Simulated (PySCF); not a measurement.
MgCl2, SMILES [Cl][Mg][Cl].

Geometry optimised at B3LYP-D3(BJ)/def2-TZVP. The isomer is the one that the SMILES or the coordinates give; other isomers of the formula were not compared.

These are PySCF 2.14.0 with TDDFT-PBE0/def2-TZVPD values and carry that method's errors.

Vertical excitations; the highest root listed may be one member of a degenerate set.  State labels are in the subgroup D2h.

Q: List the lowest excited states. (An estimate is asked for; the answer gives what the named calculation found.)

A: 
```
state  symmetry  energy (eV)  λ (nm)      f                                                main pairs
-----  --------  -----------  ------  -----  --------------------------------------------------------
S1          B2g         5.81     213  0.000                              HOMO−1→LUMO (degenerate set)
S2          B3g         5.81     213  0.000                                HOMO→LUMO (degenerate set)
S3          B2u         5.98     207  0.079                              HOMO−3→LUMO (degenerate set)
S4          B3u         5.98     207  0.079                              HOMO−2→LUMO (degenerate set)
S5          B1u         6.90     180  0.183                                          HOMO−4→LUMO 86 %
S6           Au         7.40     168  0.000               HOMO−1→LUMO+1, HOMO→LUMO+2 (degenerate set)
S7          B1u         7.40     168  0.000               HOMO−1→LUMO+2, HOMO→LUMO+1 (degenerate set)
S8           Au         7.41     167  0.000                      HOMO→LUMO+2 49 %, HOMO−1→LUMO+1 49 %
S9           Ag         7.45     166  0.000  HOMO−5→LUMO 72 %, HOMO−3→LUMO+1 13 %, HOMO−2→LUMO+2 13 %
S10          Ag         7.48     166  0.000                    HOMO−2→LUMO+2 49 %, HOMO−3→LUMO+1 49 %
T1          B2g         5.62     221      0                              HOMO−1→LUMO (degenerate set)
T2          B3g         5.62     221      0                                HOMO→LUMO (degenerate set)
T3          B2u         5.69     218      0                              HOMO−3→LUMO (degenerate set)
T4          B3u         5.69     218      0                              HOMO−2→LUMO (degenerate set)
```
Triplets are in the Tamm–Dancoff approximation, which puts them higher than full response would, so one can lie above its singlet here.
